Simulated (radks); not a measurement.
Results of a calculation; reference values are marked as such.
Task: Species: the silicon ion Si5+. Configuration: [He] 2s2 2p5. Level of theory: non-relativistic Kohn-Sham, LDA (Slater exchange, Perdew-Wang correlation), spin-polarised, spherical densities, point nucleus; open shells are filled with parallel spins first (a radial shooting solver on a logarithmic mesh with Libxc functionals). Some entries of the table are withheld. Estimate them.

orbital,occ.,eigenvalue (eV),r(max) (bohr)
1s up,1,-1880.123,0.07321
1s down,1,-1878.197,0.07318
2s up,1,-230.3739,0.4486
2s down,1,-227.2674,0.4498
2p up,3,-189.5904,(1)
2p down,2,-186.0991,(2)
3s up,0,(3),1.424
3s down,0,(4),1.434
3p up,0,-57.7288,1.478
3p down,0,-57.2115,1.492

Result: 
(1) 2p up r(max) (bohr): 0.3753
(2) 2p down r(max) (bohr): 0.3771
(3) 3s up eigenvalue (eV): -67.6990
(4) 3s down eigenvalue (eV): -67.1770
